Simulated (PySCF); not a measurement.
PySCF job for C2H4F2Si, SMILES C=C(F)[SiH2]F, PBE/pcSseg-1. The structure is a stationary point at B3LYP-D3(BJ)/def2-SVP. This is a generated structure with no PubChem entry under its InChIKey; it may be hypothetical. One conformer was computed; it need not be the lowest.

```python
import numpy as np
from pyscf import gto, scf, dft
from pyscf.prop.nmr import rks as nmr

mol = gto.M(
    atom='''
    C    -1.38978297   -1.19484520    0.00000000
    C    -0.09822860   -0.86646144   -0.00000000
    F     0.85871896   -1.82815657   -0.00000000
    Si    0.59987606    0.87771190    0.00000000
    F    -0.68392922    1.88127638   -0.00000000
    H    -2.14235945   -0.40439341   -0.00000000
    H    -1.71404930   -2.23942530   -0.00000000
    H     1.40655283    1.12280684   -1.22202043
    H     1.40655282    1.12280684    1.22202043
    ''',
    basis='pcSseg-1',
    charge=0,
    spin=0,
    max_memory=1600,
    verbose=3,
)
mf = dft.RKS(mol, xc='pbe')
mf.grids.level = 3
mf.conv_tol = 1e-10
mf.max_cycle = 100
mf.kernel()
n = nmr.NMR(mf)
n.verbose = 2
n.max_cycle_cphf = 60
sigma = n.kernel()
print('atom   isotropic/ppm   span/ppm')
for i, s in enumerate(sigma):
    w = np.linalg.eigvalsh((s + s.T) / 2)
    print(f'{mol.atom_symbol(i):2s}{i + 1:3d} {w.mean():14.3f} {w[2] - w[0]:11.3f}')
```

Program output:

```
converged SCF energy = -567.349006935672
atom   isotropic/ppm   span/ppm
C   1         66.899     211.254
C   2          5.384     151.259
F   3        251.655     273.565
Si  4        351.880     138.775
F   5        391.613      59.485
H   6         25.752       6.419
H   7         25.465       7.657
H   8         25.858       7.158
H   9         25.858       7.158
```

The calculation finished and met its thresholds.
